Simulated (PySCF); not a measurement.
Al(Me)2(H) anion (C2H7Al), SMILES [CH3][AlH][CH3] (connectivity only; charge and spin as stated), charge -1, multiplicity 2. Atoms are numbered in the order given.

```xyz
10

Al    -0.1608     0.6624     0.0000
C      0.0424    -0.4993    -1.6527
H     -0.0114     0.0750    -2.5951
H     -0.7263    -1.2917    -1.7122
H      1.0273    -1.0090    -1.6410
C      0.0424    -0.4993     1.6527
H     -0.0114     0.0750     2.5951
H      1.0273    -1.0090     1.6410
H     -0.7263    -1.2917     1.7122
H      1.0026     1.8328     0.0000
```
Charge -1, spin multiplicity 2.

The structure is a stationary point at ωB97X-D3(BJ)/def2-SVPD. The multiplicity is an assumed one; other spin states were not compared. The isomer is the one that the SMILES or the coordinates give; other isomers of the formula were not compared.

All values below come from PySCF with IEF-PCM-B3LYP/def2-SVPD.

The values are the electrostatic part of the solvation free energy, E(continuum) − E(gas) at the gas-phase geometry, in a cavity of scaled van der Waals radii (PySCF's table); cavitation and dispersion terms are not included. A continuum can't describe solvent molecules that bind to the metal.

**Question.** Estimate the values in water (ε = 78.36), acetone (ε = 20.49), tetrahydrofuran (ε = 7.43). (An estimate is asked for; the answer gives what the named calculation found.)

**Answer.** 
| solvent | ε | ΔG(elec) (kcal/mol) |
|---|---|---|
| water | 78.36 | -50.3 |
| acetone | 20.49 | -48.3 |
| tetrahydrofuran | 7.43 | -43.6 |
